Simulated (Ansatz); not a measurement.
Relaxation of ZrS3⁻ with UKS PBE0-D4/def2-SVPD.

```sh
$ ansatz run in.yaml --threads 4 --pin off --events-out ev --progress --plain --max-ram 3916MiB
```

```yaml
crystal:
  periodic: [false, false, false]
  atoms:
    - {symbol: Zr, position_ang: [-0.003767, 0.224487, -0.196844]}
    - {symbol: S, position_ang: [2.173989, 0.433726, 0.597313]}
    - {symbol: S, position_ang: [-1.721350, 0.905026, 1.218747]}
    - {symbol: S, position_ang: [-0.448862, -1.563240, -1.619205]}
basis:
  gaussian: {orbitals: def2-SVPD}
total_charge: -1
magnetization: {spin_polarized: true, initial_magnetization: 3}
hamiltonian: {xc: pbe0, dispersion: d4}
scf: {lower_state_search: "off"}
output: {orbitals: {seedname: orbitals}}
relax: {f_tol: 0.02, max_steps: 100}
```

It took 45 s on 4 threads of Arm Neoverse V1 on a shared host.

Positions (Å) and forces (eV/Å) at steps 1, 2, 3, 4, 7, 8, 9, 10, 11, 12, 13, 15 of 15:

```xyz
4
step=1 energy=-33768.4482 eV
Zr   -0.004    0.224   -0.197   -0.961    0.903    0.286
S     2.174    0.434    0.597    1.279    0.182    0.547
S    -1.721    0.905    1.219    0.037   -0.038   -0.010
S    -0.449   -1.563   -1.619   -0.356   -1.047   -0.823
4
step=2 energy=-33768.6215 eV
Zr   -0.001    0.236   -0.212   -0.314    0.097    0.282
S     2.259    0.502    0.682    0.028    0.077    0.071
S    -1.712    0.894    1.216    0.387   -0.156   -0.319
S    -0.546   -1.632   -1.687   -0.101   -0.019   -0.035
4
step=3 energy=-33768.6470 eV
Zr    0.070    0.179   -0.242   -0.018   -0.085    0.097
S     2.275    0.633    0.810   -0.182   -0.041   -0.108
S    -1.618    0.836    1.154    0.117   -0.036   -0.106
S    -0.727   -1.649   -1.722    0.083    0.162    0.117
4
step=4 energy=-33768.6532 eV
Zr    0.058    0.177   -0.226    0.003   -0.015    0.011
S     2.264    0.612    0.781   -0.007    0.004   -0.006
S    -1.629    0.847    1.158    0.003    0.002   -0.006
S    -0.693   -1.635   -1.713    0.001    0.010    0.001
4
step=7 energy=-33768.6543 eV
Zr    0.072    0.175   -0.206   -0.016   -0.023   -0.008
S     2.314    0.612    0.769    0.018    0.005    0.003
S    -1.674    0.817    1.119   -0.007    0.001   -0.003
S    -0.711   -1.603   -1.681    0.004    0.016    0.009
4
step=8 energy=-33768.6554 eV
Zr    0.083    0.153   -0.169   -0.093   -0.059   -0.049
S     2.350    0.619    0.752    0.052    0.013    0.021
S    -1.709    0.809    1.091    0.017   -0.002   -0.010
S    -0.723   -1.581   -1.675    0.024    0.047    0.038
4
step=9 energy=-33768.6571 eV
Zr    0.103    0.095   -0.079   -0.238   -0.136   -0.100
S     2.437    0.638    0.710    0.013    0.008    0.009
S    -1.793    0.791    1.027    0.133   -0.039   -0.067
S    -0.747   -1.524   -1.659    0.092    0.167    0.159
4
step=10 energy=-33768.6602 eV
Zr    0.105    0.078   -0.065   -0.198   -0.092   -0.065
S     2.449    0.639    0.700    0.016    0.003    0.002
S    -1.807    0.791    1.016    0.112   -0.043   -0.067
S    -0.747   -1.508   -1.651    0.070    0.131    0.129
4
step=11 energy=-33768.6543 eV rejected
Zr    0.130    0.000    0.053    0.141    0.287    0.311
S     2.584    0.632    0.610   -0.243   -0.079   -0.072
S    -1.953    0.741    0.896    0.163   -0.048   -0.052
S    -0.761   -1.373   -1.559   -0.061   -0.161   -0.188
4
step=12 energy=-33768.6670 eV
Zr    0.102    0.063   -0.022    0.078    0.005    0.011
S     2.502    0.617    0.651   -0.049   -0.013   -0.018
S    -1.875    0.775    0.977   -0.021   -0.008   -0.009
S    -0.728   -1.454   -1.607   -0.008    0.016    0.016
4
step=13 energy=-33768.6681 eV
Zr    0.110    0.025    0.025   -0.001    0.001    0.001
S     2.513    0.623    0.625    0.001   -0.001   -0.001
S    -1.895    0.779    0.954    0.004   -0.009   -0.010
S    -0.728   -1.427   -1.604   -0.003    0.009    0.010
4
step=15 energy=-33768.6681 eV
Zr    0.110    0.025    0.025   -0.001    0.001    0.001
S     2.513    0.623    0.625    0.001   -0.001   -0.001
S    -1.895    0.779    0.954    0.004   -0.009   -0.010
S    -0.728   -1.427   -1.604   -0.003    0.009    0.010
```

In the def2 sets Zr takes a core potential; there is no spin–orbit coupling. At PBE0-D4/def2-SVPD a doublet of charge -1 lies 1.94 eV below the quartet, each at its own geometry. The structure comes from a short search, and lower isomers may exist.
